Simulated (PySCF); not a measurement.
CH4ClGaO2 (SMILES C[O][Ga]([OH])[Cl]), singlet, geometry from GFN2-xTB (such geometries of metal compounds can be far from the true shape). Base run: HF/6-31G (PySCF).

Input for PySCF:
```python
from pyscf import gto, scf, solvent

mol = gto.Mole()
mol.atom = '''
    Ga    0.065462    0.149326    0.092040
    Cl   -0.170087   -0.620802    2.005165
    O     0.711761    1.750236   -0.219874
    H     0.982297    2.333415    0.487767
    O    -0.391572   -0.814716   -1.307374
    C    -0.303736   -0.458986   -2.681588
    H     0.343166   -1.182049   -3.184030
    H    -1.306381   -0.502377   -3.113525
    H     0.103987    0.545296   -2.823764
'''
mol.basis = '6-31g'
mol.charge = 0
mol.spin = 0
mol.verbose = 4
mol.build()

mf = scf.RHF(mol)
mf.kernel()
```

Each row names what was changed in the base input (with any setting that the change needs).

| change | ΔE vs base (kcal/mol) | dipole (D) | HOMO-LUMO gap (eV) |
|---|---|---|---|
| base | 0.000 | 2.24 | 13.76 |
| model = IEF-PCM; solvent = dimethylsulfoxide; r_probe = 0.5 | -5.02 | 2.50 | 13.98 |
| model = IEF-PCM; solvent = dichloromethane | -11.91 | 2.62 | 14.11 |
| model = IEF-PCM; solvent = methanol | -13.71 | 2.68 | 14.17 |
| model = ddCOSMO; solvent = dimethylsulfoxide | -10.15 | 2.60 | 14.12 |
| model = IEF-PCM; solvent = water | -14.14 | 2.69 | 14.18 |
| model = SS(V)PE; solvent = dimethylsulfoxide | … | 2.67 | 14.17 |
| model = C-PCM; solvent = dimethylsulfoxide | -14.12 | 2.69 | 14.18 |
| model = IEF-PCM; solvent = dimethylsulfoxide; lebedev_order = 11 | … | 2.67 | … |
| model = IEF-PCM; solvent = dimethylsulfoxide; vdw_scale = 1.0 | -31.00 | 2.87 | 14.44 |
| model = IEF-PCM; solvent = dimethylsulfoxide; vdw_scale = 1.1 | -20.45 | 2.77 | 14.29 |
| model = IEF-PCM; solvent = chloroform | … | … | … |

Problem. Complete the blanks.

Solution. 
- model = SS(V)PE; solvent = dimethylsulfoxide, ΔE vs base (kcal/mol): -13.84
- model = IEF-PCM; solvent = dimethylsulfoxide; lebedev_order = 11, ΔE vs base (kcal/mol): -13.56
- model = IEF-PCM; solvent = dimethylsulfoxide; lebedev_order = 11, HOMO-LUMO gap (eV): 14.15
- model = IEF-PCM; solvent = chloroform, ΔE vs base (kcal/mol): -9.93
- model = IEF-PCM; solvent = chloroform, dipole (D): 2.56
- model = IEF-PCM; solvent = chloroform, HOMO-LUMO gap (eV): 14.04

The base is the gas phase, so ΔE is the electrostatic part of solvation at a fixed geometry, without cavity and dispersion terms.
